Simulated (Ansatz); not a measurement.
System: Si₂H₄, charge -1, multiplicity 2. 
Geometry from a B3LYP-D3(BJ)/def2-TZVP (Ansatz, a first-principles code) optimisation:
```
Si
H 1 1.5091
H 1 1.5128 2 101.44
H 1 1.5128 2 101.44 3 103.77
Si 1 2.3742 2 113.52 3 -128.11
H 5 1.5447 1 89.89 2 -180.00
```
Charge -1, spin multiplicity 2.

Basis-set convergence of Hartree-Fock and CCSD(T) correlation energies (hartree) with Ansatz. Correlated levels leave the core frozen unless marked. Open shells are spin-unrestricted. No spin-orbit coupling. No relativistic terms.

| basis | functions | E(HF) | E(corr, CCSD(T)) |
|---|---|---|---|
| aug-cc-pV(D+d)Z | 100 | -580.16556 | -0.27010 |
| aug-cc-pV(T+d)Z | 202 | [?] | [?] |

Some entries are withheld; supply them.


- aug-cc-pV(T+d)Z, E(HF): -580.18536
- aug-cc-pV(T+d)Z, E(corr, CCSD(T)): -0.31191
